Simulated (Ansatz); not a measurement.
# C6H6BBr: where a starting geometry ends

The starting geometry of this gas-phase singlet was optimised with GFN2-xTB; its bonds are those of `Bc1ccc(Br)cc1`.

```yaml
atoms:
  - { symbol: C, position_ang: [0.4776, -1.5295, 0.9820] }
  - { symbol: C, position_ang: [0.2408, -0.4568, 0.1102] }
  - { symbol: C, position_ang: [1.2520, 0.1226, -0.6305] }
  - { symbol: C, position_ang: [2.5409, -0.3711, -0.5078] }
  - { symbol: C, position_ang: [2.8245, -1.4296, 0.3398] }
  - { symbol: C, position_ang: [1.7977, -1.9945, 1.0706] }
  - { symbol: B, position_ang: [-0.6626, -2.1680, 1.8088] }
  - { symbol: Br, position_ang: [3.9474, 0.4219, -1.5190] }
  - { symbol: H, position_ang: [-0.4332, -3.0620, 2.5257] }
  - { symbol: H, position_ang: [-1.7516, -1.7542, 1.7185] }
  - { symbol: H, position_ang: [-0.7633, -0.0710, 0.0129] }
  - { symbol: H, position_ang: [1.0489, 0.9479, -1.2961] }
  - { symbol: H, position_ang: [3.8342, -1.8026, 0.4234] }
  - { symbol: H, position_ang: [2.0205, -2.8201, 1.7302] }
```

Problem. Where would you expect an optimisation with PBE-D3(BJ)/def2-SVP to take it?

Solution. It keeps its bonds, and is `Bc1ccc(Br)cc1`.

The energy falls by 0.14 eV over 5 steps:

```tsv
step	E − E(last) (eV)
1	0.144
2	0.012
3	0.000
4	0.000
5	0.000
```

Final geometry (Å):

```yaml
atoms:
  - { symbol: C, position_ang: [0.4714, -1.5323, 0.9881] }
  - { symbol: C, position_ang: [0.2269, -0.4451, 0.1060] }
  - { symbol: C, position_ang: [1.2496, 0.1427, -0.6452] }
  - { symbol: C, position_ang: [2.5568, -0.3620, -0.5193] }
  - { symbol: C, position_ang: [2.8485, -1.4367, 0.3408] }
  - { symbol: C, position_ang: [1.8079, -2.0067, 1.0809] }
  - { symbol: B, position_ang: [-0.6656, -2.1703, 1.8100] }
  - { symbol: Br, position_ang: [3.9572, 0.4238, -1.5315] }
  - { symbol: H, position_ang: [-0.4320, -3.1015, 2.5595] }
  - { symbol: H, position_ang: [-1.8035, -1.7466, 1.7141] }
  - { symbol: H, position_ang: [-0.7988, -0.0547, 0.0120] }
  - { symbol: H, position_ang: [1.0478, 0.9832, -1.3242] }
  - { symbol: H, position_ang: [3.8782, -1.8126, 0.4212] }
  - { symbol: H, position_ang: [2.0295, -2.8483, 1.7561] }
```

No frequencies were run, so the end isn't proven a minimum. Run with Ansatz 0.2.0, 8.4 s on 4 threads of Arm Neoverse V1, with other jobs on the host.
